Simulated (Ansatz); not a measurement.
F$_{7}$Re, charge +1, doublet, at the geometry of the source list (the multiplicity is a formal guess) (core potentials on Re); B3LYP/def2-SV(P) run with Ansatz (a quantum-chemistry and plane-wave program).

The Ansatz input:
Ansatz 0.2 input:
```yaml
crystal:
  periodic: [false, false, false]
  atoms:
    - {symbol: Re, position_ang: [0.00050000, -0.00140000, 0.00030000]}
    - {symbol: F, position_ang: [0.26200000, 1.80430000, -0.29170000]}
    - {symbol: F, position_ang: [0.05720000, -0.29570000, -1.74490000]}
    - {symbol: F, position_ang: [-0.05930000, 0.30130000, 1.74380000]}
    - {symbol: F, position_ang: [-1.65690000, 0.79580000, -0.17850000]}
    - {symbol: F, position_ang: [0.86200000, -1.60200000, 0.33690000]}
    - {symbol: F, position_ang: [-1.28670000, -1.31900000, 0.15370000]}
    - {symbol: F, position_ang: [1.82110000, 0.31670000, -0.01970000]}
basis:
  gaussian:
    orbitals: def2-SV_P_.json
hamiltonian:
  xc: b3lyp
total_charge: 1
magnetization: {spin_polarized: true, initial_magnetization: 1}
scf: {lower_state_search: light}
```
The basis file holds def2-SV(P) in the JSON format of the Basis Set Exchange.

What the program printed (banner, timings and long lists left out):

```
Functional definition: B3LYP
1227 factors; integrals over basis functions are off by at most 3.0e-4 eV
mean field evaluation 1: about -21096.2026 eV, gradient 8.2e1 eV
mean field evaluation 2: about -20917.5794 eV, gradient 2.1e2 eV
mean field evaluation 4: about -21117.9497 eV, gradient 2.5e1 eV
mean field evaluation 8: about -21120.0834 eV, gradient 7.7e-1 eV
mean field evaluation 16: about -21120.3092 eV, gradient 2.8e-2 eV
mean field evaluation 32: about -21119.9844 eV, gradient 1.3e0 eV
mean field -21120.30919174 eV, -776.1570469366 hartree, gradient 4.7e-5 eV, S^2 0.755531; 4 other end points of the search recorded, 0 dependent functions left out
reference -21120.30948378 eV, -776.1570576688 hartree; 39, 38 occupied and 84, 85 virtual orbitals, 1227 factors
Total energy: -21120.30948378 eV, -776.1570576688 hartree
```
